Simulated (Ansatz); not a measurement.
C2H7NOSi can be A, `C=NCO[SiH3]`, or B, `C[SiH2]C(N)=O`.

Isolated molecules relaxed with PBE0-D4/def2-TZVP in Ansatz; ΔE leaves out vibrations. CCSD(T)/CBS adds triple-zeta CCSD(T) − MP2 to the extrapolated MP2 energy (def2 sets, frozen cores). Functionals use def2-TZVPP. B3LYP here is the variant with VWN-RPA as its local correlation; programs differ in this. One conformer a species, not always the lowest.

(1) Which is lower in electronic energy at CCSD(T)/CBS, and by how much? (Estimate.)

(2) Give E(B) − E(A) in kcal/mol with PBE-D4, MP2/def2-TZVPP, B3LYP-D4, CCSD(T)/def2-TZVPP, ωB97M-V, HF/def2-TZVPP, r2SCAN-D4. (Best estimate.)

Largest T1 diagnostic: 0.015.

## Answers

(1) Computed: B, by 16.1 kcal/mol.

(2) Computed: PBE-D4 -23.3, MP2/def2-TZVPP -17.0, B3LYP-D4 -18.1, CCSD(T)/def2-TZVPP -15.1, ωB97M-V -18.5, HF/def2-TZVPP -11.3, r2SCAN-D4 -21.3. None reverses the order clearly.

From PBE to PBE0 (25 % exact exchange), in def2-TZVPP and without D4, E(B) − E(A) moves by +1.9 kcal/mol. In def2-TZVPP, CCSD(T) changes the Hartree–Fock value by −3.9 kcal/mol (the triples alone add −0.9 kcal/mol) and MP2 by −5.7 kcal/mol.
